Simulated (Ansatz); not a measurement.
## How methods differ on C2H5InO (SMILES C[C](=O)[InH2])

C2H5InO: 9 atoms, total charge 0, spin state singlet. SMILES: `C[C](=O)[InH2]`. Geometry: optimised at B3LYP/def2-SVP.

Quantity: the adiabatic electron affinity (to the doublet anion, shapes relaxed at B3LYP/def2-SVP, no zero-point term), in eV. The values are calculated.

The electron affinity is E(neutral) − E(anion): positive where the electron is bound.

```
                            level                    kind  program  value (eV)
     HF/def2-SVP (core potential)            Hartree–Fock   Ansatz        0.23
    PBE/def2-SVP (core potential)                     GGA   Ansatz        0.54
 r2SCAN/def2-SVP (core potential)                meta-GGA   Ansatz        0.64
  B3LYP/def2-SVP (core potential)           global hybrid   Ansatz        0.62
wB97M-V/def2-SVP (core potential)  range-separated hybrid   Ansatz        0.52
    MP2/def2-SVP (core potential)     perturbation theory   Ansatz        0.34
```

Spin-orbit coupling, which can split open shells on such heavy atoms by tenths of an eV, is left out. The values span 0.23 to 0.64 eV. In the correlated wave-function rows the outer d shell of In is correlated, in sets not made for it.
